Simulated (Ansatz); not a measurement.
```yaml
crystal:
  periodic: [false, false, false]
  atoms:
    - {symbol: N, position_ang: [-1.060877, 0.687679, -1.060816]}
    - {symbol: Ga, position_ang: [-0.261342, -0.267308, 0.250462]}
    - {symbol: N, position_ang: [1.505564, -0.232907, 0.634548]}
    - {symbol: Br, position_ang: [-1.591050, -1.627313, 1.524894]}
    - {symbol: H, position_ang: [-0.612404, 1.482159, -1.485340]}
    - {symbol: H, position_ang: [-2.063134, 0.775120, -1.074546]}
    - {symbol: h, position_ang: [2.182317, 0.123574, -0.019261]}
    - {symbol: H, position_ang: [1.900926, -0.941004, 1.230059]}
basis:
  gaussian: {orbitals: 6-31G, fitting: {mean_field: cc-pVTZ-jkfit}}
magnetization: {spin_polarized: true, initial_magnetization: 2}
hamiltonian: {xc: {name: B3LYP}, dispersion: d3bjatm}
output: {forces: true}
```

```sh
$ ansatz run in.yaml --threads 4 --pin off --events-out ev --progress --plain --max-ram 10444MiB
```

Problem. How does Ansatz answer? (Best estimate.)

Solution. Computed: The program refused the input.
```
Error: YAML parse error: error: line 10 column 16: `h` is not an element symbol (H … Og, case-exact)
 8 |     - {symbol: H, position_ang: [-0.612404, 1.482159, -1.485340]}
 9 |     - {symbol: H, position_ang: [-2.063134, 0.775120, -1.074546]}
10 |     - {symbol: h, position_ang: [2.182317, 0.123574, -0.019261]}
11 |     - {symbol: H, position_ang: [1.900926, -0.941004, 1.230059]}
12 | basis:
```

B3LYP here is the variant with VWN-RPA as its local correlation; programs differ in this.
